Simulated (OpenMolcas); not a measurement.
## Predicting a hybrid from its neighbours: InHF2

The species is InHF2 (4 atoms), meant as a singlet with charge 0. SMILES: `[F][InH][F]`. Geometry: relaxed at PBE0-D4/def2-TZVP.

The HOMO–LUMO gap y, in eV, basis def2-TZVP with a core potential; a is the functional's share of exact exchange. Programs: OpenMolcas 26.06.

| functional | program | a | y (eV) |
| --- | --- | --- | --- |
| revPBE | OpenMolcas | 0 | 5.47 |
| PBE | OpenMolcas | 0 | 5.44 |
| B3LYP | OpenMolcas | 0.2 | ? |
| PBE0 | OpenMolcas | 0.25 | 8.10 |
| BHLYP | OpenMolcas | 0.5 | 10.32 |

**Question.** Fit y = c + s·a to the known rows and predict B3LYP.

**Answer.** 
1. Means of the 4 rows: a = 0.1875, y = 7.332.
2. Σ(Δa)² = 0.17188, Σ(Δa·Δy) = 1.6856, so the slope is 1.6856/0.17188 = 9.8068.
3. Intercept: 7.332 − (9.8068) × 0.1875 = 5.493. The largest residual of the fit is 0.16.
4. B3LYP: 5.493 + (9.8068) × 0.2 = 7.45 eV.

The run gave 7.48 eV, so the prediction is off by -0.03 eV, within the largest residual. Exact exchange lowers occupied levels and raises empty ones.
